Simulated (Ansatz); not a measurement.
Compare A (`COCBC=N`) with its isomer B (`C/N=C(\C)BO`).

Gas-phase electronic energies from Ansatz, PBE0-D4/def2-TZVP geometries. CBS: MP2 limit from def2 TZ/QZ plus the TZ coupled-cluster correction, frozen cores. DFT in def2-TZVPP. B3LYP here is the variant with VWN-RPA as its local correlation; programs differ in this. One conformer a species, not always the lowest.

A:

```xyz
14

C    -0.8871    2.0613    0.8774
O    -0.5950    0.7374    0.5281
C     0.5131    0.6327   -0.3298
B     0.8661   -0.8230   -0.7372
C     0.0546   -2.0665   -0.2385
N     0.4062   -3.2292   -0.6344
H    -0.0447    2.5342    1.4021
H    -1.7536    2.0476    1.5393
H    -1.1243    2.6681   -0.0081
H     0.3567    1.2211   -1.2557
H     1.4132    1.0921    0.1246
H     1.7976   -0.9996   -1.4647
H    -0.7994   -1.9249    0.4369
H    -0.2035   -3.9513   -0.2401
```

B:

```xyz
14

C     1.7646   -1.0296    0.6490
N     1.2183   -0.1171   -0.3255
C    -0.0204    0.1953   -0.2460
C    -0.9556   -0.3313    0.8079
B    -0.5214    1.1919   -1.3488
O    -1.8243    1.5645   -1.3256
H     1.6626   -0.6411    1.6704
H     2.8230   -1.1932    0.4468
H     1.2531   -2.0005    0.6271
H    -1.9603    0.0691    0.6791
H    -0.6018   -0.0685    1.8103
H    -1.0090   -1.4244    0.7712
H     0.2268    1.6107   -2.1861
H    -2.0557    2.1742   -2.0298
```

(1) Which is lower in electronic energy at CCSD(T)/CBS, and by how much? (An estimate is asked.)

(2) Give E(B) − E(A) in kJ/mol with PBE0-D4, ωB97M-V, B3LYP, HF/def2-TZVPP, B2PLYP, CCSD/def2-TZVPP, PBE-D4. (Best estimate.)

Largest T1 diagnostic: 0.012.

## Answers

(1) Computed: B, by 237.1 kJ/mol.

(2) Computed: PBE0-D4 -235.2, ωB97M-V -233.0, B3LYP -226.6, HF/def2-TZVPP -215.1, B2PLYP -233.9, CCSD/def2-TZVPP -231.2, PBE-D4 -234.7. None reverses the order clearly.

The D4 term adds −4.4 kJ/mol with B3LYP and −2.2 kJ/mol with PBE0; it sums over pairs of atoms, weighted by their polarisabilities, and B3LYP, whose exchange is more repulsive, gets the larger term. In def2-TZVPP, CCSD(T) changes the Hartree–Fock value by −19.7 kJ/mol (the triples alone add −3.6 kJ/mol) and MP2 by −32.9 kJ/mol.
